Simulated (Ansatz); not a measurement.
Gas-phase electronic energies from Ansatz, PBE0-D4/def2-TZVP geometries. CBS: MP2 limit from def2 TZ/QZ plus the TZ coupled-cluster correction, frozen cores. This one scheme is used for every species. For Ga outer-core shells are correlated without core-valence functions, which leaves a few kJ/mol of doubt a bond. Scalar relativity is left out up to krypton. One conformer a species, not always the lowest.

Consider the formal exchange of groups at a B–C bond: `CB1CC1` + `[CH3][GaH2]` → `[CH3][GaH][B]1CC1` + CH₄.

`CB1CC1`:

Z-matrix (Å, degrees):
```
C
B 1 1.541
H 1 1.101 2 105.5
H 1 1.092 2 114.1 3 116.3
H 1 1.092 2 114.0 3 -116.1
C 2 1.527 1 149.6 3 -86.8
C 2 1.527 1 149.5 3 85.8
H 6 1.087 2 120.4 1 69.8
H 6 1.087 2 120.2 1 -78.4
H 7 1.087 2 120.2 1 78.4
H 7 1.087 2 120.4 1 -69.8
```

`[CH3][GaH2]`:

Z-matrix (Å, degrees):
```
C
Ga 1 1.966
H 1 1.092 2 111.3
H 1 1.096 2 108.8 3 117.6
H 1 1.090 2 112.4 3 -123.0
H 2 1.574 1 121.1 3 142.3
H 2 1.575 1 120.1 3 -38.7
```

`[CH3][GaH][B]1CC1`:

```xyz
13

C     1.147    1.818    1.669
Ga   -0.304    0.530    1.303
B    -0.440   -0.561   -0.409
C    -0.937   -0.739   -1.862
C    -0.123   -1.838   -1.222
H     1.655    1.544    2.597
H     1.885    1.876    0.869
H     0.720    2.813    1.823
H    -1.401    0.367    2.426
H    -1.996   -0.909   -2.032
H    -0.476   -0.142   -2.644
H     0.895   -1.997   -1.567
H    -0.625   -2.762   -0.951
```

CH₄:

Z-matrix (Å, degrees):
```
C
H 1 1.090
H 1 1.090 2 109.5
H 1 1.090 2 109.5 3 -120.0
H 1 1.090 2 109.5 3 120.0
```

```
            species  HF/def2-QZVPP energy (Eh)
           `CB1CC1`                 -142.37704
      `[CH3][GaH2]`                -1964.06571
`[CH3][GaH][B]1CC1`                -2066.22512
                CH₄                  -40.21664
```

(1) Work out ΔE.

Largest T1 diagnostic among the species: 0.012.

Answers

(1) ΔE = (-2066.22512) + (-40.21664) − (-142.37704) − (-1964.06571) = 0.00099 Eh = +0.03 eV. CCSD(T)/CBS gives -0.18 eV.

At CCSD(T), def2-SVP lies +0.07 eV from the extrapolated value and def2-TZVPP +0.01 eV. From BLYP to BHLYP (50 % exact exchange), in def2-TZVPP and without D4, ΔE moves by +0.09 eV.
